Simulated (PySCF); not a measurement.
CH6AlFSi.

```xyz
10

Al     0.3082    -0.3256     0.2785
F      1.8067    -0.7105    -0.3656
C     -0.1337    -1.1144     1.9987
H     -0.1104    -2.2169     1.9391
H     -1.1259    -0.8202     2.3766
H      0.6141    -0.8320     2.7607
Si    -1.0555     1.1856    -1.0868
H     -2.4184     1.3929    -0.4994
H     -1.2366     0.6579    -2.4777
H     -0.4103     2.5336    -1.2074
```

Geometry: r2SCAN-D4/def2-SVP. A frequency run showed that this geometry is not a minimum. The structure was generated by enumeration; whether it is a known compound was not checked.

All values below come from PySCF with PBE/pcSseg-1. Non-relativistic, no solvent.

Problem. Give the absolute GIAO shielding of each atom: isotropic value and principal components (ppm). (The exact figures need the calculation; the answer reports its results.)

Solution. 
```json
[
 {"atom": "Al1", "σ(iso)": "311.7", "σ11": "174.9", "σ22": "307.2", "σ33": "453.1", "span": "278.1"},
 {"atom": "F2", "σ(iso)": "246.4", "σ11": "93.7", "σ22": "292.4", "σ33": "353.1", "span": "259.4"},
 {"atom": "C3", "σ(iso)": "184.1", "σ11": "177.8", "σ22": "178.2", "σ33": "196.4", "span": "18.6"},
 {"atom": "H4", "σ(iso)": "31.3", "σ11": "27.4", "σ22": "28.4", "σ33": "38.1", "span": "10.6"},
 {"atom": "H5", "σ(iso)": "31.3", "σ11": "27.6", "σ22": "29.1", "σ33": "37.2", "span": "9.6"},
 {"atom": "H6", "σ(iso)": "31.3", "σ11": "27.4", "σ22": "28.4", "σ33": "38.1", "span": "10.6"},
 {"atom": "Si7", "σ(iso)": "477.6", "σ11": "467.4", "σ22": "472.3", "σ33": "493.2", "span": "25.7"},
 {"atom": "H8", "σ(iso)": "28.2", "σ11": "25.2", "σ22": "26.2", "σ33": "33.1", "span": "7.9"},
 {"atom": "H9", "σ(iso)": "28.1", "σ11": "25.2", "σ22": "25.8", "σ33": "33.3", "span": "8.1"},
 {"atom": "H10", "σ(iso)": "28.1", "σ11": "25.2", "σ22": "25.7", "σ33": "33.2", "span": "8.0"}
]
```
